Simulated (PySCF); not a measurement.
Predicted microwave data (PBE0-D3(BJ)/def2-SVP geometry optimisation, gas phase (PySCF 2.14.0)) for one isomer of C3H7NSi:

| Item | Value |
| --- | --- |
| Rotational constants | A = 9725, B = 2332, C = 2102 MHz |
| Dipole components | \|μa\| = 2.83 D, \|μb\| = 0.42 D, \|μc\| = 0.97 D |
| Inertial defect | -28.21 u·Å² |
| κ | -0.94 |

Question: Which candidate fits, each taken in the one conformer that was computed?
A. `[CH2:1]=[CH:2]/[CH:3]=[N:4]/[SiH3:5]` with C1–C2–C3–N4 180°
B. `[H]/[N:1]=[CH:2]\[C@@H:3]1[CH2:4][SiH2:5]1` with N1–C2–C3–C4 -152°
C. `[CH2:1]=[N:2][SiH:3]1[CH2:4][CH2:5]1` with C1–N2–Si3–C4 153°
D. `[CH3:1][C:2]#[C:3][SiH2:4][NH2:5]` with C3–Si4–N5–H -68° and 69°
E. `[CH:1]#[C:2][Si@@H:3]([CH3:4])[NH2:5]` with C2–Si3–N5–H -174° and 46°

Answer: B. It is [H]/N=C\[C@@H]1C[SiH2]1, a near-prolate asymmetric top, point group C1. The candidates at the same level (rigid rotor, commonest isotopes):

```
                 SMILES  A (MHz)  B (MHz)  C (MHz)  μa (D)  μb (D)  μc (D)  Δ (u·Å²)  point group                        rotor
         C#C[Si@@H](C)N     5744     2774     2084    0.65    0.68    0.11    -27.67           C1               asymmetric top
[H]/N=C\[C@@H]1C[SiH2]1     9725     2332     2102    2.83    0.42    0.97    -28.21           C1  near-prolate asymmetric top
           C=N[SiH]1CC1    12139     2309     2307    0.80    0.97    0.00    -41.38           Cs                            –
            CC#C[SiH2]N    13952     1500     1400    1.55    1.70    0.01    -12.04            –  near-prolate asymmetric top
         C=C/C=N/[SiH3]    25430     1493     1434    1.58    1.14    0.00     -5.94           Cs  near-prolate asymmetric top
```

`C=N[SiH]1CC1` has A 25 % too high; `CC#C[SiH2]N` has A 43 % too high; `C#C[Si@@H](C)N` has A 41 % too low; `C=C/C=N/[SiH3]` has A 161 % too high. No structure here is proved a minimum.
